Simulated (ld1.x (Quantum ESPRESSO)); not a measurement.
**Bi, TM: configuration errors across variants**

- Element: bismuth (Bi)
- Generator: ld1.x (Quantum ESPRESSO) 7.5
- Type: norm-conserving Troullier–Martins (Kleinman–Bylander form)
- Functional: PBE
- Relativity: scalar-relativistic
- Frozen core: [Xe] 4f14
- Valence charge: 15
- Reference configuration: 5d10 6s2 6p3
- Partial waves: 6s (bound): rc 1.80 bohr; 6p (bound): rc 2.65 bohr; 5d (bound): rc 1.40 bohr
- Local potential: the d channel
- Core correction: none

All-electron excitation energies from the reference (eV): (1) 5d10 6s2 6p2 7.913; (2) 5d10 6s2 6p1 23.160; (3) 5d10 6s2 6p0 46.502; (4) 5d10 6s1 6p3 18.731; (5) 5d10 6s1 6p4 10.082; (6) 5d10 6s2 6p2.5 3.097.

Tests that are not counted but printed errors over 1 eV. “base”: 5d9 6s2 6p3 (solver errors, printed error -13.1 eV). “all radii scaled by about 0.76 (s 1.36, p 2.00, d 1.06 bohr)”: 5d9 6s2 6p3 (pseudo-atom not self-consistent, printed error -1564 eV). “all radii scaled by about 0.84 (s 1.52, p 2.24, d 1.18 bohr)”: 5d10 6s2 6p1 (solver errors, printed error -4.2 eV); 5d9 6s2 6p3 (solver errors, printed error -1583 eV). “all radii scaled by about 1.07 (s 1.94, p 2.84, d 1.50 bohr)”: 5d9 6s2 6p3 (pseudo-atom not self-consistent, printed error -1571 eV). “all radii scaled by about 1.12 (s 2.02, p 2.98, d 1.58 bohr)”: 5d9 6s2 6p3 (solver errors, printed error -1844 eV).

A true bound ghost makes a file unfit for plane-wave use even where its test errors are small: the radial tests pick states by their node count and pass the ghost by. Where a test does run into it, the solver fails or the error is huge.

Errors AE − PS in meV (a dash: test not solved or not reliable):

```tsv
change	(1)	(2)	(3)	(4)	(5)	(6)	bound ghosts
base	-5.5	-16	-17	-14	-6.0	-2.0	s, p
all radii scaled by about 0.76 (s 1.36, p 2.00, d 1.06 bohr)	-7.0	-21	-23	+23	+39	-2.3	s, p
all radii scaled by about 0.84 (s 1.52, p 2.24, d 1.18 bohr)	-6.7	–	-21	-23	-13	-2.2	s, p
all radii scaled by about 1.07 (s 1.94, p 2.84, d 1.50 bohr)	-5.6	-18	-29	-10	-2.2	-1.9	s, p
all radii scaled by about 1.12 (s 2.02, p 2.98, d 1.58 bohr)	-5.7	-19	-36	-8.7	-0.8	-1.9	s, p
all radii scaled by about 1.24 (s 2.22, p 3.28, d 1.74 bohr)	-7.1	-30	-77	-5.9	+3.2	-2.2	s, p
all radii scaled by about 1.30 (s 2.34, p 3.44, d 1.82 bohr)	-8.5	-39	-107	-7.0	+3.7	-2.4	s, p
all radii scaled by about 1.37 (s 2.48, p 3.64, d 1.92 bohr)	-10	-50	-140	-11	+2.0	-2.8	s, p
```

Task: Give the same row for: all radii scaled by about 0.93 (s 1.66, p 2.46, d 1.30 bohr).

Result: -5.9, -17, -15, -17, -8.7, -2.1; bound ghosts: s, p. Not counted: 5d9 6s2 6p3 (solver errors, printed error -1724 eV).
